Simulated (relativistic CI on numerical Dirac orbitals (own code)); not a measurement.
**Ligand-field terms of d5**

Computed with a parametric ligand-field model of a d^n configuration (Racah B and C, spin-orbit zeta, crystal field), exact diagonalisation.

Field parameters in Wybourne normalisation: Oh B⁴₀ = 21Dq, B⁴₄ = √(5/14) B⁴₀. The field is a parameter set, without covalency, and values of 10Dq over about 45,000 cm⁻¹ lie beyond real compounds.

B = 1010 cm⁻¹, C = 4950 cm⁻¹ (C/B = 4.90), Oh, no spin-orbit coupling. Tanabe-Sugano data, E/B above the lowest term (Δ = |10Dq|; b, c mark the second and third term of a kind):

```
 Δ/B    6A1    4T1    4T2  4T1(b)    2T2    2A2
 1.0   0.00  34.38  34.49   41.42  50.05  50.12
 3.0   0.00  33.50  34.32   42.22  48.79  49.45
 5.0   0.00  32.12  33.98   43.45  46.43  48.29
 7.0   0.00  30.50  33.42   44.82  43.41  46.84
 9.0   0.00  28.75  32.63   46.19  40.06  45.22
11.0   0.00  26.94  31.58   47.47  36.54  43.49
13.0   0.00  25.09  30.33   48.61  32.93  41.69
15.0   0.00  23.20  28.90   49.58  29.25  39.85
17.0   0.00  21.30  27.35   50.35  25.53  37.98
19.0   0.00  19.38  25.70   50.95  21.77  36.08
21.0   0.00  17.45  23.98   51.41  17.99  34.17
23.0   0.00  15.51  22.21   51.76  14.18  32.24
25.0   0.00  13.56  20.40   52.02  10.35  30.31
27.0   0.00  11.61  18.56   52.22   6.51  28.36
29.0   0.00   9.65  16.70   52.38   2.65  26.41
31.0   1.21   8.90  16.03   53.72   0.00  25.66
33.0   5.09  10.81  18.01   57.70   0.00  27.58
35.0   8.98  12.73  19.99   61.67   0.00  29.50
37.0  12.87  14.65  21.96   65.64   0.00  31.42
39.0  16.78  16.58  23.94   69.60   0.00  33.35
41.0  20.68  18.51  25.91   73.56   0.00  35.28
43.0  24.60  20.45  27.88   77.51   0.00  37.22
45.0  28.52  22.39  29.85   81.47   0.00  39.16
47.0  32.44  24.33  31.83   85.42   0.00  41.10
```

The ground term changes from 6A1 to 2T2 between Δ/B = 29.0 and 31.0.
